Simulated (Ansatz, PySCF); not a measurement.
Process, species as SMILES: Cc1ccc(C)[nH]1 + 9 [H][H] (H2) -> 6 C (CH4) + N (NH3)
Each molecule is optimised on its own at B3LYP-D3(BJ)/def2-TZVP (Ansatz, a quantum-chemistry and plane-wave program).
Geometry of the first species:
```
N
H 1 1.0049
C 1 1.3774 2 124.59
C 3 1.3733 1 106.73 2 -180.00
C 1 1.3774 2 124.59 3 180.00
C 5 1.3733 1 106.73 2 180.00
H 4 1.0778 3 125.27 1 -180.00
H 6 1.0778 5 125.27 1 -180.00
C 3 1.4887 4 131.31 7 0.00
H 9 1.0892 3 109.76 4 0.00
H 9 1.0945 10 107.62 3 122.20
H 9 1.0945 10 107.62 11 115.60
C 5 1.4887 6 131.31 8 0.00
H 13 1.0892 5 109.76 6 0.00
H 13 1.0945 14 107.62 5 122.20
H 13 1.0945 14 107.62 15 115.60
```
Charge 0, spin multiplicity 1.

Wanted: energy of full hydrogenation (enthalpy at 298 K, with B3LYP-D3(BJ) rigid-rotor harmonic-oscillator terms from PySCF), in eV. Correlated levels leave the core frozen unless marked. No spin-orbit coupling. Non-relativistic. CBS(X,Y): correlation extrapolated as X^-3; Hartree-Fock from the larger set.

```
level              program  energy of full hydrogenation (eV)
-----------------  -------  ---------------------------------
B97M-V/def2-TZVPD   Ansatz                              -5.93
PBE0/6-31G*         Ansatz                              -5.96
```

What does CCSD(T)/CBS(cc-pVTZ,cc-pVQZ) (Ansatz) give?

-5.56 eV
